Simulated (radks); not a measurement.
Problem. The mean radii <r> (bohr) of the occupied orbitals of an atom or ion are listed with their occupations. Calculated with a radial shooting solver on a logarithmic mesh with Libxc functionals: scalar-relativistic Kohn-Sham, r2SCAN, spin-polarised, spherical densities, finite nucleus; meta-GGA in the generalised Kohn-Sham scheme; Fermi nuclear charge, rms radius of each element as measured or else 0.836 A^(1/3) + 0.57 fm.

orbital  occ.      <r>
1s          2  0.01631
2s          2  0.06772
2p          6  0.06115

Name the element and its charge. Open shells, if any, are filled with parallel spins first.

Solution. Z = 81, thallium, charge +71: Tl71+ in [Ne]. The 1s radius gives Z: for a bare nucleus <r> = (2 gamma + 1)/(2Z) with gamma = sqrt(1 - (Z/c)^2), 0.01613 bohr for Z = 81, and screening makes it slightly larger (0.01631 here). The occupations add up to 10, and the charge is Z minus that.
